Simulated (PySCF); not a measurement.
Exercise with solution: chemical shift, span and skew from a shielding tensor

Si(F)(OH) (FHOSi), SMILES O[Si]F (connectivity only; charge and spin as stated), neutral, multiplicity 1. Atoms are numbered in the order given.

```xyz
4

Si     0.6093    -0.0381     0.0000
F     -0.4964    -1.2328     0.0000
O     -0.3443     1.3003     0.0000
H     -1.3072     1.2255     0.0000
```
Charge 0, spin multiplicity 1.

The structure is a stationary point at B3LYP-D3(BJ)/def2-TZVP. The values are those of a single conformer.

GIAO shieldings from PySCF with B3LYP/pcSseg-2, non-relativistic, no solvent. The symmetric part of the tensor of Si1 has the principal values 96.8, 294.4, 500.7 ppm. The same nucleus in TMS has σ = 325.2 ppm at this level (PySCF, at its B3LYP-D3(BJ)/def2-TZVP geometry).

**Question.** Work out the isotropic shielding, the ²⁹Si shift against TMS, the span and the skew.

**Answer.** 
σ(iso) = (σ11 + σ22 + σ33)/3 = 297.3 ppm. δ = σ(ref) − σ(iso) = 325.2 − (297.3) = 27.9 ppm.
Span Ω = σ33 − σ11 = 403.9 ppm. Skew κ = 3(σ(iso) − σ22)/Ω = 0.02. Tumbling in solution averages the tensor to δ; in a static solid the shielding alone would spread this spin-1/2 line over Ω.
